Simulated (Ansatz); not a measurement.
Basis-set extrapolation for FH₅O₂Si₂, SMILES `O[SiH2]O[SiH2]F` (PBE0-D4/def2-TZVP geometry, frozen core, Ansatz 0.2.0). Multiplicity 1, RHF reference.

|  | def2-TZVPP | def2-QZVPP |
| --- | --- | --- |
| HF | -830.312827 | -830.344865 |
| MP2 correlation | -0.964070 | -1.047054 |
| CCSD(T) correlation | -1.026659 | not run |

Energies in hartree. Use E(X) = E(∞) + A·exp(−7.88·√X) for Hartree–Fock and E(X) = E(∞) + B·X^(−2.97) for correlation, with X = 3 and 4, and add CCSD(T) minus MP2 of the smaller set to the MP2 limit.

What is the CCSD(T) energy at the basis-set limit?

HF limit: -830.344865 + (-0.032038) × 0.13774 = -830.34928. MP2 limit: -1.047054 + (-0.082984) × 0.74074 = -1.10852. Higher-order term: -1.026659 − (-0.964070) = -0.06259. Total: -831.52039 hartree, 113.5 kcal/mol below CCSD(T)/def2-TZVPP.
